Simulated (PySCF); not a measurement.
## Computed structure and properties of [Hf(NH3)6]4+

System: [Hf(NH3)6]4+ (singlet); start: template (C3h). Method: PySCF 2.14.0, RKS PBE, Hf def2-SVP with ECP60, N def2-SVP, H def2-SVP; non-relativistic Hamiltonian with scalar-relativistic core potentials where named; density fitting; no spin-orbit coupling.

Input of the relaxation:

```python
mol = gto.M(atom='''
Hf     0.00000     0.00000    -0.00000
N      1.68286    -0.00000     1.47840
H      1.44507    -0.46956     2.35210
H      2.51862    -0.46961     1.13000
H      1.98182     0.93919     1.74100
N     -0.84143     1.45740     1.47840
H     -0.31588     1.48625     2.35210
H     -0.85262     2.41599     1.13000
H     -1.80427     1.24672     1.74100
N     -0.84143    -1.45740     1.47840
H     -1.12919    -1.01669     2.35210
H     -1.66600    -1.94638     1.13000
H     -0.17755    -2.18590     1.74100
N      1.68286    -0.00000    -1.47840
H      2.51862    -0.46961    -1.13000
H      1.44507    -0.46956    -2.35210
H      1.98182     0.93919    -1.74100
N     -0.84143     1.45740    -1.47840
H     -0.85262     2.41599    -1.13000
H     -0.31588     1.48625    -2.35210
H     -1.80427     1.24672    -1.74100
N     -0.84143    -1.45740    -1.47840
H     -1.66600    -1.94638    -1.13000
H     -1.12919    -1.01669    -2.35210
H     -0.17755    -2.18590    -1.74100''',
    basis={'Hf': 'def2-SVP', 'N': 'def2-SVP', 'H': 'def2-SVP'},
    ecp={'Hf': 'def2-SVP'},
    charge=4, spin=0)
mf = dft.RKS(mol, xc='PBE')
mf.grids.atom_grid = (50, 194)
mf = mf.density_fit()  # fitting sets: Hf def2-universal-JKFIT, N def2-universal-JKFIT, H def2-universal-JKFIT
mf.conv_tol = 1e-08; mf.max_cycle = 55
mf.kernel(dm0)  # dm0: converged density of the start geometry
# quasi-Newton relaxation in Cartesian coordinates to a largest gradient under 0.00045 Eh/bohr, steps kept in the point group
```

Run from Python with OMP_NUM_THREADS=4; the lines above give its settings. Where DIIS fails, smearing, a level shift and second-order steps follow.
It took 7.9 min on 4 threads of Intel(R) Xeon(R) Platinum 8259CL CPU @ 2.50GHz (Skylake/Cascade Lake), with other jobs on the host, from the converged density of the start.

Course of the relaxation:

```csv
step,energy above end (eV),largest force component within the symmetry (eV/Å)
0,1.1599,1.045
1,0.6464,0.371
2,0.3112,0.346
3,0.1888,0.312
4,0.1447,0.157
5,0.1194,0.067
6,0.0968,0.097
7,0.0748,0.134
15,0.0009,0.017
16,0.0005,0.020
17,0.0002,0.018
18,0.0001,0.010
19,0.0000,0.011
20,0.0000,0.002
```
(The steps between are left out.)

Relaxed geometry (D3h):

```xyz
25

Hf    0.0000    0.0000    0.0000
N     1.8191    0.0834    1.4628
H     1.5948    0.0724    2.4832
H     2.5077   -0.7009    1.3856
H     2.4312    0.9290    1.3868
N    -0.9818    1.5337    1.4628
H    -0.8601    1.3450    2.4832
H    -0.6468    2.5222    1.3856
H    -2.0202    1.6410    1.3868
N    -0.8373   -1.6171    1.4628
H    -0.7347   -1.4174    2.4832
H    -1.8609   -1.8213    1.3856
H    -0.4110   -2.5700    1.3868
N     1.8191    0.0834   -1.4628
H     2.5077   -0.7009   -1.3856
H     1.5948    0.0724   -2.4832
H     2.4312    0.9290   -1.3868
N    -0.9818    1.5337   -1.4628
H    -0.6468    2.5222   -1.3856
H    -0.8601    1.3450   -2.4832
H    -2.0202    1.6410   -1.3868
N    -0.8373   -1.6171   -1.4628
H    -1.8609   -1.8213   -1.3856
H    -0.7347   -1.4174   -2.4832
H    -0.4110   -2.5700   -1.3868
```

```
      contact      Å
 Hf1–N2 (NH3)  2.336
 Hf1–N6 (NH3)  2.336
Hf1–N10 (NH3)  2.336
Hf1–N14 (NH3)  2.336
Hf1–N18 (NH3)  2.336
Hf1–N22 (NH3)  2.336
```

On the finer grid (75, 302):

- HOMO: -25.66 eV
- LUMO: -20.37 eV
- Dipole about the centre of mass: 0.00 D
- Set of Mulliken populations of Hf1 outside the core potential: s 2.51, p 6.23, d 1.91, f 0.11
- D3(BJ) dispersion energy (not in the energies): -0.599 eV

```
atom  Mulliken (e)  Löwdin (e)  spin (e)
 Hf1          1.25        0.66      0.00
  N2         -0.29        0.04      0.00
  H3          0.25        0.17      0.00
  H4          0.25        0.17      0.00
  H5          0.25        0.17      0.00
  N6         -0.29        0.04      0.00
  H7          0.25        0.17      0.00
  H8          0.25        0.17      0.00
  H9          0.25        0.17      0.00
 N10         -0.29        0.04      0.00
 H11          0.25        0.17      0.00
 H12          0.25        0.17      0.00
 H13          0.25        0.17      0.00
 N14         -0.29        0.04      0.00
 H15          0.25        0.17      0.00
 H16          0.25        0.17      0.00
 H17          0.25        0.17      0.00
 N18         -0.29        0.04      0.00
 H19          0.25        0.17      0.00
 H20          0.25        0.17      0.00
 H21          0.25        0.17      0.00
 N22         -0.29        0.04      0.00
 H23          0.25        0.17      0.00
 H24          0.25        0.17      0.00
 H25          0.25        0.17      0.00
```

On the grid (50, 194), as all that follows. Harmonic modes: a minimum within the noise of the softest modes; lowest 54 cm⁻¹ (negative: unstable), highest 3318 cm⁻¹, zero-point energy 6.109 eV.

Taking off one NH3 (charge 0, singlet; the rest: singlet) in vacuum, both parts rigid, costs 4.21 eV; the small basis without counterpoise inflates it. Parting with an electron moved from the ligand to the metal can be far cheaper, even downhill.

Rigid scan of NH3 along the line from its metal, all other atoms held (where the atom bridges, its other bond changes as well):

| distance to N2 (Å) | energy (eV) |
| --- | --- |
| 2.04 | 0.527 |
| 2.14 | 0.201 |
| 2.24 | 0.043 |
| 2.34 | 0.000 |
| 2.44 | 0.032 |
| 2.54 | 0.114 |
| 2.74 | 0.354 |

One start shape was tried, so this needn't be the lowest isomer.
